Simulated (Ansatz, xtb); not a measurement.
**Ligand exchange: CHBrF2 + C2H7Al → CH2F2 + C2H6AlBr**

Species: CHBrF2 (bromodifluoromethane) `FC(F)Br`, singlet; C2H7Al `C[CH2][AlH2]`, singlet; CH2F2 (difluoromethane) `FCF`, singlet; C2H6AlBr `C[CH2][AlH][Br]`, singlet. The partners trade Br for H: C–Br and Al–H bonds give way to C–H and Al–Br.

Shapes, held fixed at every level: PBE0-D4/def2-TZVP. Flexible molecules stand in one conformer, not always the lowest. Programs: Ansatz 0.2.0, xtb 6.7.1. The zero-point and thermal change to 298 K, harmonic and unscaled (PBE0-D4/def2-TZVP), is +14.3 kJ/mol.

Problem. Estimate ΔH(298 K) of this reaction.

Solution. The highest level, CCSD(T)/def2-TZVPP, gives ΔH(298 K) = -220.9 kJ/mol; the levels span -244.6 to -207.6. The column of differences is taken from that level and isn't an error. No measured value is set beside it here. Relativity is left out for Br. Outer-core shells of Br are correlated, in sets that cover them unevenly.

| level | kind | ΔH(298 K) (kJ/mol) | less CCSD(T)/def2-TZVPP |
| --- | --- | --- | --- |
| GFN2-xTB | semi-empirical | -207.6 | +13.3 |
| HF/def2-SVP | Hartree–Fock | -244.6 | -23.7 |
| HF/def2-TZVPP | Hartree–Fock | -239.1 | -18.2 |
| PBE0-D4/def2-TZVPP | global hybrid | -216.5 | +4.4 |
| r2SCAN0-D4/def2-TZVPP | global hybrid | -223.9 | -3.0 |
| B2PLYP/def2-TZVPP | double hybrid | -219.9 | +1.0 |
| MP2/def2-TZVPP | perturbation theory | -227.1 | -6.2 |
| CCSD/def2-SVP | coupled cluster or CI | -227.6 | -6.7 |
| CCSD(T)/def2-TZVPP | coupled cluster or CI | -220.9 | 0.0 |
